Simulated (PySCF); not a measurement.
## NaZn⁺: energy against distance

Set-up: basis Na 6-31G(d,p), Zn 6-31G(d,p); no relativity; PySCF 2.14. Energies in eV from Na⁺ + Zn in their ground configurations at the same level. State: ¹Σ⁺ (singlet), closed shell.

| R (Å) | CAM-B3LYP |
| --- | --- |
| 2.357 | -0.5978 |
| 2.467 | -0.7406 |
| 2.576 | -0.8143 |
| 2.659 | -0.8359 |
| 2.741 | -0.8363 |
| 2.823 | -0.8212 |
| 2.933 | -0.7843 |
| 3.070 | -0.7224 |
| 3.234 | -0.6382 |
| 3.454 | -0.5262 |

Put a parabola through the three lowest points of the CAM-B3LYP curve and estimate Re, k and ωe (reduced mass 16.91 u; 1 eV/Å² = 0.16022 mdyn/Å; ωe = 1302.8·√(k/μ) cm⁻¹).

Through R = 2.659, 2.741, 2.823 Å the second-order coefficient is 1.15 eV/Å², so Re ≈ 2.702 Å, k ≈ 0.369 mdyn/Å and ωe ≈ 193 cm⁻¹. A polynomial fit of higher order to the unrounded CAM-B3LYP energies gives Re = 2.701 Å, k = 0.428 mdyn/Å, ωe = 207 cm⁻¹; anharmonicity and rounding make the difference.

The higher-order fit for each curve: CAM-B3LYP: Re = 2.701 Å, ωe = 207 cm⁻¹, De = 0.84 eV.

Closed-shell solutions of metal pairs were not tested for spin polarisation, which can lower them a little. For an ion De counts to the pair picked by the measured ionisation energies or electron affinities, which need not be the lowest pair at this level.
